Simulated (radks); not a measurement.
The numbers below are computed, except where a source is named.
Problem. The iodine ion I7+, configuration [Kr] 4d10. Level of theory: scalar-relativistic Kohn-Sham, LDA (Slater exchange, VWN5 correlation), spin-polarised, spherical densities, finite nucleus; Fermi nuclear charge, rms radius 4.75 fm (a radial shooting solver on a logarithmic mesh with Libxc functionals). Some entries of the table are withheld. Estimate them.

orbital  occ.  eigenvalue (hartree)  <r^2> (bohr^2)
1s          2             -1214.202             (1)
2s          2             -190.5239         0.01622
2p          6             -171.4628         0.01283
3s          2             -41.14427             (2)
3p          6             -34.96419          0.1132
3d         10                   (3)         0.09861
4s          2                   (4)          0.6137
4p          6              -8.00950             (5)
4d         10              -5.14435          0.9292

Solution. 
(1) 1s <r^2> (bohr^2): 0.001006
(2) 3s <r^2> (bohr^2): 0.1130
(3) 3d eigenvalue (hartree): -25.67838
(4) 4s eigenvalue (hartree): -9.96041
(5) 4p <r^2> (bohr^2): 0.7037
